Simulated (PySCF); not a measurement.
Molecule: `O(C)C[P@@H](=O)C1CC1`, C5H11O2P.

Bonds (- single, = double, # triple, : aromatic): C1-O2, O2-C3, C3-P4, P4=O5, P4-C6, C6-C7, C7-C8, C8-C6. C1 carries H9, H10, H11; C3 carries H12, H13; P4 carries H14; C6 carries H15; C7 carries H16, H17; C8 carries H18, H19. Stereochemistry as in COC[P@@H](=O)C1CC1. H17, H19 are cis to P4 on the ring; H13 is pro-R; H12 is pro-S; H16, H18 are trans to P4 on the ring.

Frames of a GFN2-xTB Langevin trajectory at 200 K; GIAO PBE0/pcSseg-1 shieldings in PySCF 2.14, gas phase, non-relativistic; equivalent atoms averaged within each frame.

Referencing at the same level of theory: 13C (σref 186.93), 1H (σref 31.72) vs TMS; 17O (σref 336.08) vs H2O; 31P (σref 318.38) against H3PO4. The references are static minima.

How do the shifts (ppm) fluctuate along the trajectory?

## Answers


| time (fs) | C3 | C1 | C6 | C8 | C7 | O5 | O2 | P4 | H14 | H9/H10/H11 |
| --- | --- | --- | --- | --- | --- | --- | --- | --- | --- | --- |
| optimised geometry | 76.4 | 63.3 | 10.8 | 4.9 | 0.6 | 90.0 | 6.6 | 18.6 | 6.13 | 3.51 |
| 250 | 79.8 | 64.1 | 9.1 | 8.0 | 4.9 | 110.7 | 10.5 | 23.0 | 7.53 | 3.88 |
| 425 | 75.8 | 65.7 | 16.6 | 5.8 | -1.1 | 106.3 | 0.9 | 15.1 | 6.37 | 3.95 |
| 625 | 78.4 | 66.2 | 12.7 | 3.9 | 0.1 | 102.0 | -1.1 | 17.3 | 6.86 | 4.21 |
| 800 | 80.8 | 69.9 | 17.7 | 3.6 | 2.4 | 110.0 | 15.0 | 27.0 | 6.53 | 4.13 |
| 1000 | 82.4 | 59.0 | 14.9 | 7.0 | -1.5 | 82.6 | 3.5 | 18.2 | 6.44 | 3.30 |
| mean of frames | 79.4 | 65.0 | 14.2 | 5.7 | 1.0 | 102.3 | 5.8 | 20.1 | 6.75 | 3.90 |
| standard deviation | 2.5 | 4.0 | 3.4 | 1.9 | 2.7 | 11.6 | 6.8 | 4.8 | 0.48 | 0.36 |

5 frames give an uncertainty of the mean of about the standard deviation over 2.2 at best, since frames this close in time may not be independent; classical motion lacks zero-point vibration, and the reference would need the same averaging.
